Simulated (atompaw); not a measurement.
**Fe (Z = 26) PAW (atompaw): all-electron and pseudo phase curves**

iron (Fe), PAW, made with atompaw 4.2.0.5 (PBEsol, scalar-relativistic). Core [Ne], reference 3s2 3p6 3d6 4s0 4p0 (charge +2). Waves: 3s (bound): rc 0.90 bohr; 4s (bound, empty): rc 1.90 bohr; 3p (bound): rc 1.20 bohr; 4p (bound, empty): rc 1.35 bohr; 3d (bound): rc 1.90 bohr; 3d channel at -0.85 Ry: rc 1.90 bohr. Local part: troulliermartins scheme with l = 3 at 0 Ry, radius 1.85 bohr. Core correction: smooth core density matched at 1.40 bohr. Augmentation charge: sinc compensation charge, radius 1.90 bohr; PAW radius 1.90 bohr; waves and projectors: custom polynom2 7 10 vanderbiltortho.

The phase is arctan(r·u′/u) with u = r·R(r), unwrapped; energies in Ry, scanned from -10 to 5 Ry. A pole is an energy at which the radial function vanishes at the test radius. The pseudo phase is shifted by a multiple of π to meet the all-electron one at the reference energy, and phase errors are pseudo minus all-electron; the curves can meet again beyond the range given. Levels narrower than the energy grid can be missing from the lists of poles.

Q: For each channel, where are the poles, and over which energies does the pseudopotential scatter like the atom?

A:

| channel | radius (bohr) | reference energy (Ry) | poles, all-electron | poles, pseudo | unbroken range about the reference energy with phases within 0.05 rad | phase error 1 Ry above the reference energy (rad) |
| --- | --- | --- | --- | --- | --- | --- |
| s | 1.92 | -1.47 | -8.15, 4.16 | -8.15, 0.74 | below -0.8 | -0.106 |
| p | 1.92 | -1.03 | -5.59 | -5.59 | the whole range | +0.001 |
| d | 1.92 | -1.89 | -1.42 | -1.42 | below 1.6 | +0.000 |

Phases in the s channel:

| E (Ry) | all-electron | pseudo |
| --- | --- | --- |
| -10.00 | 1.360 | 1.355 |
| -9.76 | 1.353 | 1.348 |
| -9.52 | 1.344 | 1.339 |
| -9.28 | 1.333 | 1.327 |
| -9.04 | 1.316 | 1.310 |
| -8.80 | 1.284 | 1.277 |
| -8.56 | 1.196 | 1.186 |
| -8.32 | -0.454 | -0.472 |
| -8.08 | -1.633 | -1.635 |
| -7.84 | -1.713 | -1.717 |
| -7.60 | -1.744 | -1.748 |
| -7.36 | -1.762 | -1.767 |
| -7.12 | -1.775 | -1.781 |
| -6.88 | -1.787 | -1.793 |
| -6.64 | -1.797 | -1.804 |
| -6.40 | -1.807 | -1.814 |
| -6.16 | -1.816 | -1.824 |
| -5.92 | -1.826 | -1.834 |
| -5.68 | -1.836 | -1.845 |
| -5.44 | -1.847 | -1.856 |
| -5.20 | -1.859 | -1.868 |
| -4.96 | -1.872 | -1.881 |
| -4.72 | -1.885 | -1.895 |
| -4.48 | -1.901 | -1.911 |
| -4.24 | -1.918 | -1.929 |
| -4.00 | -1.937 | -1.948 |
| -3.76 | -1.959 | -1.970 |
| -3.52 | -1.984 | -1.996 |
| -3.28 | -2.014 | -2.025 |
| -3.04 | -2.049 | -2.060 |
| -2.80 | -2.091 | -2.102 |
| -2.56 | -2.142 | -2.152 |
| -2.32 | -2.207 | -2.215 |
| -2.08 | -2.288 | -2.295 |
| -1.84 | -2.394 | -2.398 |
| -1.60 | -2.534 | -2.535 |
| -1.36 | -2.719 | -2.720 |
| -1.12 | -2.954 | -2.964 |
| -0.88 | -3.229 | -3.264 |
| -0.64 | -3.510 | -3.584 |
| -0.40 | -3.756 | -3.875 |
| -0.16 | -3.953 | -4.113 |
| 0.08 | -4.103 | -4.302 |
| 0.32 | -4.217 | -4.459 |
| 0.56 | -4.304 | -4.603 |
| 0.80 | -4.372 | -4.754 |
| 1.04 | -4.427 | -4.941 |
| 1.28 | -4.471 | -5.223 |
| 1.52 | -4.509 | -5.703 |
| 1.76 | -4.540 | -6.360 |
| 2.00 | -4.567 | -6.856 |
| 2.24 | -4.591 | -7.131 |
| 2.48 | -4.611 | -7.291 |
| 2.72 | -4.630 | -7.394 |
| 2.96 | -4.647 | -7.466 |
| 3.20 | -4.662 | -7.519 |
| 3.44 | -4.676 | -7.561 |
| 3.68 | -4.689 | -7.595 |
| 3.92 | -4.701 | -7.622 |
| 4.16 | -4.713 | -7.646 |
| 4.40 | -4.723 | -7.667 |
| 4.64 | -4.734 | -7.684 |
| 4.88 | -4.744 | -7.700 |
